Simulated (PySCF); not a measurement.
AlF2, SMILES [F][Al][F], multiplicity 2. Coordinates come from a PBE-D3(BJ)/def2-TZVP optimisation. The multiplicity is an assumed one; other spin states were not compared. The isomer is the one that the SMILES or the coordinates give; other isomers of the formula were not compared.

Computed equilibrium geometry at PBE-D3(BJ)/def2-TZVP (PySCF confirms it by a frequency run) as Cartesian coordinates in Å, and its point group:
point group C2v.
```xyz
3

Al     0.0000     0.0000     0.4795
F      0.0000    -1.4477    -0.3463
F      0.0000     1.4477    -0.3463
```
Charge 0, spin multiplicity 2.
